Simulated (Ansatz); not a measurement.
methoxyethene (C3H6O), SMILES C(=C)OC.

The structure is a stationary point at B3LYP-D3(BJ)/def2-SVP. The values are those of a single conformer.

Two levels are set side by side: PBE/def2-SVPD (Ansatz, a quantum-chemistry and plane-wave program) and PBE0/def2-SVPD (Ansatz). Energy differences of separate SCF runs at the same geometry; the states with an electron removed or added have multiplicity 2 and 2. Differences are taken from unrounded values.

```tsv
quantity	PBE
vertical ionisation energy (eV)	8.73
vertical singlet–triplet gap (eV)	4.11
```

Q: These are the PBE values. What does PBE0 give? (The exact figures need the calculation; the answer reports its results.)

A: 
| quantity | PBE0 | PBE minus PBE0 |
|---|---|---|
| vertical ionisation energy (eV) | 8.80 | -0.07 |
| vertical singlet–triplet gap (eV) | 4.01 | 0.09 |
